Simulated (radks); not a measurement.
The numbers below are computed, except where a source is named.
Spherical jellium clusters: N electrons in a uniform positive sphere of charge N and radius rs N^(1/3), rs = 4.34 bohr. Level of theory: non-relativistic Kohn-Sham, LDA (Slater exchange, Perdew-Wang correlation), spin-polarised, spherical densities (a radial shooting solver with Libxc functionals). Levels are named by radial order and angular momentum (1s, 1p, 1d, 2s, ...), and open shells are averaged over m.

N = 19, configuration 1s2 1p6 1d10 2s(up 1, down 0). This is the lowest configuration that the search found. Occupied and some empty levels:

| level | occupation | eigenvalue (eV) | <r> (bohr) |
|---|---|---|---|
| 1s up | 1 | -4.6012 | 7.019 |
| 1s down | 1 | -4.4733 | 7.441 |
| 1p up | 3 | -3.8883 | 8.503 |
| 1p down | 3 | -3.8390 | 8.592 |
| 1d up | 5 | -3.0274 | 9.465 |
| 1d down | 5 | -2.9959 | 9.477 |
| 2s up | 1 | -2.7142 | 7.671 |
| 2s down | 0 | -2.4452 | 7.869 |
| 1f up | 0 | -2.0294 | 10.30 |
| 1f down | 0 | -2.0004 | 10.30 |
| 2p up | 0 | -1.5168 | 9.546 |
| 2p down | 0 | -1.4019 | 9.869 |
| 1g up | 0 | -0.93403 | 11.23 |
| 1g down | 0 | -0.90430 | 11.23 |

Energy (eV): total -35.8634, kinetic 28.006, external -1007.2, Hartree 499.09, exchange-correlation -64.717, background 508.94.

Electron density:

| r (bohr) | n(r) (e/bohr^3) |
|---|---|
| 0.832 | 0.003276 |
| 2.22 | 0.002886 |
| 3.61 | 0.002612 |
| 5.00 | 0.002785 |
| 6.39 | 0.003252 |
| 7.78 | 0.003470 |
| 9.17 | 0.002941 |
| 10.6 | 0.001799 |
| 11.9 | 0.0007677 |
| 13.3 | 0.0002524 |
| 14.7 | 0.00007153 |
| 16.1 | 0.00001860 |
| 17.5 | 4.607e-06 |
